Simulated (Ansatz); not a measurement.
`[F][SnH2][AsH2]` + `FBC[SiH3]` → `[SiH3]CB[AsH2]` + `[F][SnH2][F]` at 600 K and 1 bar (redistribution).

Isolated molecules relaxed with PBE0-D4/def2-TZVP in Ansatz; ΔE leaves out vibrations. CCSD(T)/CBS is the MP2 limit (def2-TZVPP, def2-QZVPP) plus CCSD(T) − MP2 in def2-TZVPP, frozen cores. Elements past krypton have def2 core potentials. For As, Sn outer-core shells are correlated without core-valence functions, which leaves a few kJ/mol of doubt a bond. Scalar relativity is left out up to krypton. Each species was taken in one conformer, which may not be the lowest.

```
          species  CCSD(T)/CBS energy (Eh)  H − E (kJ/mol)  S (J/(mol·K))
`[F][SnH2][AsH2]`              -2551.25762           133.0          421.9
      `FBC[SiH3]`               -455.38583           232.5          407.7
 `[SiH3]CB[AsH2]`              -2591.73639           279.8          468.9
   `[F][SnH2][F]`               -414.86106            84.2          346.6
```

H − E and S are ideal-gas, rigid-rotor, harmonic terms from PBE0-D4/def2-TZVP, for one conformer and one mirror image of each species. 1 Eh = 2625.50 kJ/mol, R = 8.31446 J/(mol·K).

By hand: ΔE, ΔH, ΔS and ΔG.

ΔE = (-2591.73639) + (-414.86106) − (-2551.25762) − (-455.38583) = 0.04600 Eh = 120.8 kJ/mol. Δ(H − E) = 279.8 + 84.2 − 133.0 − 232.5 = -1.5, so ΔH = 119.3 kJ/mol. ΔS = 468.9 + 346.6 − 421.9 − 407.7 = -14.1 J/(mol·K). ΔG = 119.3 − 600 × (-14.1)/1000 = 127.8 kJ/mol.

By hand: the equilibrium constant, and the temperature at which ΔG would vanish if ΔH and ΔS stayed fixed.

log₁₀ K = −ΔG/(RT ln 10) = -11.1. ΔH and −TΔS have one sign here, so there is no such temperature.

The number of gas molecules stays the same, so ΔS is small and ΔH decides. A doubt of 5 kJ/mol in ΔE shifts log₁₀ K by 0.4 here. Other conformers and mirror images would add mixing entropy, several J/(mol·K) or more a flexible species. Modes under 60 cm⁻¹, often nearly free rotors, make the harmonic entropy too high. These are equilibria of isolated gas molecules and say nothing of rates. Largest T1 diagnostic: 0.014 (customary marks: 0.02 for closed shells, 0.045 for open ones).
